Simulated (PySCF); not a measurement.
Correlation energy of Mo⁻ (molybdenum, charge -1)

[Kr] 4d5 5s2, high-spin 6S determinant. All numbers are calculated (PySCF 2.14, the spin-free X2C one-electron Hamiltonian (Gaussian nucleus), in x2c-TZVPPall with one added diffuse shell each of s, p, d, f type (9s7p7d3f1g, 95 functions)). Frozen: [Ar] 3d10; 15 electrons correlated.

```
  level  correlation energy (mhartree)
   CCSD                        -396.72
    (T)                         -16.12
CCSD(T)                        -412.84
```

Diagnostics: T1 = 0.076, D1 = 0.4088, largest double amplitude 0.096.

Is a single reference adequate?

Not fully. T1 exceeds 0.03, a sign that the reference determinant is poor.

This basis was not built for core-valence correlation, so the inner-shell part is incomplete.
